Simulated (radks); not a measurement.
Valence configurations of neutral praseodymium (all share [Xe]). Method: Dirac Kohn-Sham, PBE, spin-unpolarised, spherical densities, finite nucleus; open shells fill j = l - 1/2 first; Fermi nuclear charge, rms radius 4.8919 fm; computed with a radial shooting solver on a logarithmic mesh with Libxc functionals. Energies are relative to 4f3 6s2; eigenvalues in eV.

valence          E (eV)  e(4f5/2)  e(5d3/2)  e(6p1/2)  e(6s1/2)
4f3 6s2           0.000    -1.336         -         -    -3.457
4f2.5 5d0.5 6s2   0.050    -3.627    -2.582         -    -3.633
4f2 5d1 6s2       1.103    -6.304    -3.089         -    -3.789
4f1.5 5d1.5 6s2   3.308    -9.244    -3.600         -    -3.919
4f3.5 6s0.5 6p1   3.479    -0.243         -    -1.704    -3.701
4f1 5d2 6s2       6.782   -12.396    -4.110         -    -4.026
5d2 6s2 6p1      22.250         -    -7.523    -2.440    -5.491
5d1 6s2 6p2      28.092         -    -9.834    -3.233    -6.657

NIST lists [Xe] 4f3 6s2 as the ground configuration; this level of theory agrees among the configurations tried. The energies are those of spherical spin-averaged densities, not of single terms. No valid solution was reached for [Xe] 4f4 6s1; [Xe] 4f3.5 6s1.5.
